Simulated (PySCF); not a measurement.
# Computed vibrations of [WO3F]−

[WO3F]− (singlet). PySCF 2.14.0, RKS B3LYP, W def2-SVP with ECP60, O def2-SVP, F def2-SVP; non-relativistic Hamiltonian with scalar-relativistic core potentials where named; density fitting; no spin-orbit coupling. Central differences of gradients.

```xyz
5

W     0.0000    0.0257    0.0205
O     1.4322    0.0009    1.0330
O     0.0000    1.4897   -0.9450
O    -1.4322    0.0009    1.0330
F     0.0000   -1.5048   -1.1422
```

Run from Python with OMP_NUM_THREADS=2. Where DIIS fails, smearing, a level shift and second-order steps follow.
It took 38 s on 2 threads of Arm Neoverse V2, with other jobs on the host.

(1) What are the harmonic wavenumbers and infrared intensities?

(2) Is this a minimum?

## Answers

(1) Modes are labelled in Cs; negative numbers are unstable modes, those under 60 cm⁻¹ near the noise; a finer grid moves soft modes by up to 10 cm⁻¹.
| cm⁻¹ | km/mol | symmetry |
| --- | --- | --- |
| 221 | 9.7 | a'' |
| 221 | 9.9 | a' |
| 289 | 28.4 | a' |
| 323 | 5.1 | a' |
| 325 | 5.2 | a'' |
| 637 | 103.2 | a' |
| 924 | 256.5 | a'' |
| 924 | 255.4 | a' |
| 980 | 25.4 | a' |

(2) Yes. Ideal gas at 298.15 K and 1 bar: S = 324.8 J/(mol K), Cp = 78.7 J/(mol K), H − H(0 K) = 16.6 kJ/mol (rigid rotor, harmonic modes, spin degeneracy alone).
